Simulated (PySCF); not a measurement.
Bromopentafluoroethane, C2BrF5.
SMILES with atom numbers: `[F:1][C:2]([F:3])([F:4])[C:5]([F:6])([F:7])[Br:8]`

Torsions of this conformer, `[F:1][C:2]([F:3])([F:4])[C:5]([F:6])([F:7])[Br:8]`: F1–C2–C5–F6 59°.

The closed-shell ground state was solved at several levels (PySCF, density fitting, gas phase). Isolated species at its PBE0-D3(BJ)/def2-SVP geometry, gas phase. The calculation is non-relativistic and has no spin–orbit coupling, an omission that weighs most on bromine.

| level | basis functions | HOMO (eV) | LUMO (eV) | gap (eV) | dipole (D) |
| --- | --- | --- | --- | --- | --- |
| HF/pcSseg-2 | 315 | -12.53 | 2.83 | 15.36 | 0.75 |
| B3LYP/pcJ-1 (pcSseg-1 on Br) | 230 | -8.96 | -1.26 | 7.70 | 0.56 |
| CAM-B3LYP/def2-SVPD | 196 | -10.73 | -0.28 | 10.45 | 0.71 |

Estimate the row for PBE0/pcSseg-1, a basis of 160 functions; the other rows only guide the guess.

HOMO -9.29 eV, LUMO -1.01 eV, gap 8.28 eV, dipole 0.50 D.

Over all these levels, which gives the widest orbital gap and which the narrowest?

HF/pcSseg-2 (Hartree–Fock, all exact exchange) has the widest, 15.36 eV, and B3LYP/pcJ-1 (pcSseg-1 on Br) (global hybrid, 20 % exact exchange) the narrowest, 7.70 eV. Functional and basis both differ between the two, so the spread mixes both effects. The HOMO need not be the same orbital at Hartree–Fock and at DFT levels.

How far do the dipole and the HOMO energy spread over the levels?

The dipole runs from 0.50 to 0.75 D (mean 0.63 D) and the HOMO from -12.53 to -8.96 eV.
